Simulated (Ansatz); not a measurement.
Reaction (redistribution): `C=CN[SiH2]C` + `O=C[Se][GeH3]` → `C[SiH2][Se]C=O` + `C=C[NH][GeH3]`

Gas-phase electronic energies from Ansatz, PBE0-D4/def2-TZVP geometries. CCSD(T)/CBS adds triple-zeta CCSD(T) − MP2 to the extrapolated MP2 energy (def2 sets, frozen cores). Functionals use def2-TZVPP. B3LYP here is the variant with VWN-RPA as its local correlation; programs differ in this. For Ge, Se outer-core shells are correlated without core-valence functions, which leaves a few kJ/mol of doubt a bond. Scalar relativity is left out up to krypton. Each species was taken in one conformer, which may not be the lowest.

`C=CN[SiH2]C`:

```xyz
14

C     0.085   -2.650   -1.143
C    -0.452   -1.502   -0.733
N     0.196   -0.473   -0.079
Si   -0.565    0.888    0.676
C     0.625    2.321    0.690
H    -0.518   -3.375   -1.671
H     1.129   -2.891   -0.970
H    -1.504   -1.303   -0.924
H     1.174   -0.651    0.099
H    -0.995    0.605    2.077
H    -1.789    1.170   -0.121
H     0.908    2.607   -0.325
H     1.534    2.069    1.243
H     0.172    3.186    1.180
```

`O=C[Se][GeH3]`:

Z-matrix (Å, degrees):
```
Ge
Se 1 2.371
H 1 1.530 2 109.0
H 1 1.535 2 104.0 3 118.7
H 1 1.530 2 109.0 3 -122.7
C 2 1.921 1 93.4 3 61.3
O 6 1.194 2 125.2 1 0.0
H 6 1.104 2 111.5 1 -180.0
```

`C[SiH2][Se]C=O`:

Z-matrix (Å, degrees):
```
C
Si 1 1.863
H 1 1.092 2 110.7
H 1 1.093 2 110.3 3 -120.2
H 1 1.092 2 110.7 3 120.1
Se 2 2.291 1 111.9 3 -60.3
H 2 1.484 1 110.9 3 178.9
H 2 1.490 1 111.6 3 56.7
C 6 1.943 2 97.1 1 112.4
O 9 1.187 6 122.8 2 -178.3
H 9 1.106 6 112.9 2 2.2
```

`C=C[NH][GeH3]`:

```xyz
11

C    -1.861   -0.527   -1.005
C    -0.611   -0.538   -0.539
N     0.135    0.552   -0.145
Ge    1.589    0.429    0.977
H    -2.437    0.389   -1.085
H    -2.328   -1.445   -1.330
H    -0.076   -1.483   -0.474
H    -0.361    1.430   -0.175
H     1.180    0.176    2.443
H     2.337    1.764    0.866
H     2.431   -0.749    0.468
```

```json
{"level": "PBE-D4", "ΔE (kJ/mol)": "48.1", "difference from CCSD(T)/CBS": "-3.6"}
{"level": "r2SCAN-D4", "ΔE (kJ/mol)": "52.8", "difference from CCSD(T)/CBS": "1.1"}
{"level": "PBE0-D4", "ΔE (kJ/mol)": "51.3", "difference from CCSD(T)/CBS": "-0.4"}
{"level": "B3LYP-D4", "ΔE (kJ/mol)": "55.5", "difference from CCSD(T)/CBS": "3.8"}
{"level": "ωB97X-V", "ΔE (kJ/mol)": "53.4", "difference from CCSD(T)/CBS": "1.7"}
{"level": "ωB97M-V", "ΔE (kJ/mol)": "55.8", "difference from CCSD(T)/CBS": "4.1"}
{"level": "B2PLYP", "ΔE (kJ/mol)": "54.2", "difference from CCSD(T)/CBS": "2.5"}
{"level": "PBE", "ΔE (kJ/mol)": "47.7", "difference from CCSD(T)/CBS": "-4.0"}
{"level": "r2SCAN", "ΔE (kJ/mol)": "52.8", "difference from CCSD(T)/CBS": "1.1"}
{"level": "PBE0", "ΔE (kJ/mol)": "51.0", "difference from CCSD(T)/CBS": "-0.7"}
{"level": "B3LYP", "ΔE (kJ/mol)": "55.0", "difference from CCSD(T)/CBS": "3.3"}
{"level": "HF/def2-TZVPP", "ΔE (kJ/mol)": "59.9", "difference from CCSD(T)/CBS": "8.2"}
{"level": "MP2/def2-TZVPP", "ΔE (kJ/mol)": "52.1", "difference from CCSD(T)/CBS": "0.4"}
{"level": "SCS-MP2/def2-TZVPP", "ΔE (kJ/mol)": "52.6", "difference from CCSD(T)/CBS": "0.9"}
{"level": "CCSD/def2-TZVPP", "ΔE (kJ/mol)": "54.1", "difference from CCSD(T)/CBS": "2.4"}
{"level": "CCSD(T)/def2-TZVPP", "ΔE (kJ/mol)": "52.4", "difference from CCSD(T)/CBS": "0.7"}
{"level": "HF/def2-QZVPP", "ΔE (kJ/mol)": "59.7", "difference from CCSD(T)/CBS": "8.0"}
{"level": "MP2/def2-QZVPP", "ΔE (kJ/mol)": "51.6", "difference from CCSD(T)/CBS": "-0.1"}
{"level": "SCS-MP2/def2-QZVPP", "ΔE (kJ/mol)": "51.9", "difference from CCSD(T)/CBS": "0.2"}
{"level": "HF/CBS(def2)", "ΔE (kJ/mol)": "59.7", "difference from CCSD(T)/CBS": "8.0"}
{"level": "MP2/CBS(def2)", "ΔE (kJ/mol)": "51.3", "difference from CCSD(T)/CBS": "-0.4"}
{"level": "CCSD/CBS(def2)", "ΔE (kJ/mol)": "53.3", "difference from CCSD(T)/CBS": "1.6"}
{"level": "CCSD(T)/CBS", "ΔE (kJ/mol)": "51.7", "difference from CCSD(T)/CBS": "0"}
```

Largest T1 diagnostic among the species: 0.014.

From PBE to PBE0 (25 % exact exchange), in def2-TZVPP and without D4, ΔE moves by +3.3 kJ/mol. In def2-TZVPP, CCSD(T) changes the Hartree–Fock value by −7.5 kJ/mol (the triples alone add −1.6 kJ/mol) and MP2 by −7.8 kJ/mol.
